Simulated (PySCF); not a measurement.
Species: acridine, C₁₃H₉N.
InChI=1S/C13H9N/c1-3-7-12-10(5-1)9-11-6-2-4-8-13(11)14-12/h1-9H

The closed-shell ground state was solved at several levels (PySCF, density fitting, gas phase, non-relativistic). Isolated species at its PBE0-D3(BJ)/def2-SVP geometry, gas phase.

| level | basis functions | HOMO (eV) | LUMO (eV) | gap (eV) | dipole (D) |
| --- | --- | --- | --- | --- | --- |
| B3LYP/pcJ-1 | 468 | -6.04 | -2.36 | 3.68 | 1.96 |
| mPW1PW91/pcSseg-1 | 283 | -6.28 | -2.28 | 4.00 | 1.99 |
| CAM-B3LYP/def2-SVPD | 352 | -7.29 | -1.29 | 6.00 | 2.00 |

(1) What might PBE0/pcSseg-1 (283 basis functions) give for the same quantities?

(2) Over all these levels, which gives the widest orbital gap and which the narrowest?

(3) How far do the dipole and the HOMO energy spread over the levels?

Results:

(1) HOMO -6.26 eV, LUMO -2.26 eV, gap 4.00 eV, dipole 1.97 D.

(2) CAM-B3LYP/def2-SVPD (range-separated hybrid) has the widest, 6.00 eV, and B3LYP/pcJ-1 (global hybrid, 20 % exact exchange) the narrowest, 3.68 eV. Functional and basis both differ between the two, so the spread mixes both effects.

(3) The dipole runs from 1.96 to 2.00 D (mean 1.98 D) and the HOMO from -7.29 to -6.04 eV.
